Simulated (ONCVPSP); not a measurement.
## Mo (Z = 42): excitation energies, all-electron against ONCV

Mo, optimised norm-conserving Vanderbilt (ONCV), made with ONCVPSP 4.0.1 (PBE, fully relativistic). Core [Ar] 3d10, reference 4s2 4p6 4d5 5s1. Waves: 4s+5s: rc 2.00 bohr, ncon 4, nbas 8, qcut 5.4 1/bohr, 3 projectors, debl 3.5 Ha; 4p: rc 1.30 bohr, ncon 4, nbas 8, qcut 5.3 1/bohr, 3 projectors, debl 1.2 Ha; 4d: rc 2.10 bohr, ncon 4, nbas 8, qcut 7.9 1/bohr, 2 projectors, debl 3.4 Ha. Local part: polynomial inside 1.10 bohr (lpopt 5, dvloc0 1 Ha). Core correction: Teter function, fcfact 4.25, rcfact 1.05.

Open shells are filled in proportion to 2j + 1.

In the p channel the program set the typed energies aside and used -1.385, 0.250, 1.450 Ha (j = l + 1/2; the other j can differ).

Energies are relative to the spin-unpolarised reference configuration 4s2 4p6 4d5 5s1; without spin polarisation the order of configurations can differ from experiment.

| valence configuration | charge | ΔE all-electron (eV) | error AE − PS (meV) |
| --- | --- | --- | --- |
| 4s2 4p6 4d5 5s0 | +1 | 6.891 | -1.6 |
| 4s2 4p6 4d6 5s0 | 0 | 0.762 | -2.9 |

(1) What are ΔE and the potential's error for 4s2 4p6 4d4 5s0?

(2) What are ΔE and the potential's error for 4s2 4p6 4d3 5s0?

Levels in the configuration 4s2 4p6 4d6 5s0:

```json
{"level": "4s j=1/2", "all-electron (eV)": "-62.177", "pseudo (eV)": "-62.234"}
{"level": "4p j=3/2", "all-electron (eV)": "-35.659", "pseudo (eV)": "-35.675"}
{"level": "4p j=1/2", "all-electron (eV)": "-38.116", "pseudo (eV)": "-38.135"}
{"level": "4d j=5/2", "all-electron (eV)": "-2.238", "pseudo (eV)": "-2.237"}
{"level": "4d j=3/2", "all-electron (eV)": "-2.421", "pseudo (eV)": "-2.420"}
```

Note: ghosts flagged at negative energy: p3/2 at -2376.2 eV, p1/2 at -4454.4 eV; GHOST(+) flagged for s at 223.2 eV. A true bound ghost makes a file unfit for plane-wave use.

Results:

(1) ΔE = 22.352 eV all-electron; the error (AE − PS) is -0.1 meV.

(2) ΔE = 49.093 eV all-electron; the error (AE − PS) is +6.4 meV.
